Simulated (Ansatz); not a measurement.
This geometry of BGaH$_{4}$O (7 atoms, charge 0, multiplicity 1) is a first-order saddle point.

The calculation used RKS B3LYP/def2-SVP in Ansatz 0.2.0.

```xyz
7
Properties=species:S:1:pos:R:3
O -1.770 -0.591 -0.680
B -0.588 -0.421 -0.136
Ga 0.737 -0.008 1.391
H -1.832 -0.531 -1.645
H 0.529 0.776 -0.389
H 0.759 1.455 0.335
H 2.165 -0.680 1.123
```

Q: Which two structures does it join? (They come from a converged band through this point; their orientation in space is the band's.)

A: Bonds broken: B2–H5, Ga3–H6. Bonds formed: H5–H6. BGaH4O becomes BGaH2O + H2.

First end point:

```xyz
7
Properties=species:S:1:pos:R:3
O -1.539 -0.572 -0.503
B -0.299 -0.062 -0.689
Ga 0.922 0.285 0.997
H -2.035 -0.701 -1.324
H 0.078 0.183 -1.823
H 0.926 1.658 1.790
H 1.947 -0.791 1.552
```

Last end point:

```xyz
7
Properties=species:S:1:pos:R:3
O -1.951 -0.621 -0.629
B -0.711 -0.572 -0.225
Ga 0.582 -0.119 1.433
H -2.120 -0.935 -1.531
H 1.153 1.283 -0.361
H 1.029 1.731 0.264
H 2.018 -0.766 1.049
```

Q: How far does it lie above each of them?

A: 2.40 eV above the first and 0.25 eV above the second. This is the barrier of this one path; another mechanism may lie lower. The orbitals stay closed-shell, which can raise the energy where a bond breaks towards radicals; this wasn't checked here.

Time of the run: 7.5 min on 1 thread of Arm Neoverse V1, with other jobs on the host, peak memory 0.15 GiB.
